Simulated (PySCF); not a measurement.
1-fluoro-3-methylidenecyclobutane (C₅H₇F), SMILES FC1CC(C1)=C. Atoms are numbered in the order given.

```xyz
13

C     -2.4038    -0.0074     0.0000
C     -1.0761    -0.0921     0.0000
C     -0.0159    -0.0584     1.0889
C      0.9744     0.4104     0.0000
F      2.2085    -0.1942     0.0000
C     -0.0159    -0.0584    -1.0889
H     -2.9706     0.0283     0.9349
H     -2.9706     0.0283    -0.9349
H     -0.1796     0.5835     1.9676
H      0.2624    -1.0721     1.4248
H      1.1232     1.5028     0.0000
H      0.2624    -1.0721    -1.4248
H     -0.1796     0.5835    -1.9676
```

Geometry optimised at B3LYP-D3(BJ)/def2-SVP.

Vertical ionisation energy (IE) and electron affinity (EA) in eV. Rows of orbital energies are one-electron estimates. Where ΔSCF, EOM or ADC give a negative EA the extra electron is unbound and the value depends on the basis.

```
level                                        IE     EA
-----------------------------------------  ----  -----
−ε(HOMO), −ε(LUMO), HF/def2-TZVP (PySCF)   9.78  -3.56
−ε(HOMO), −ε(LUMO), PBE/def2-TZVP (PySCF)  6.19   1.07
```
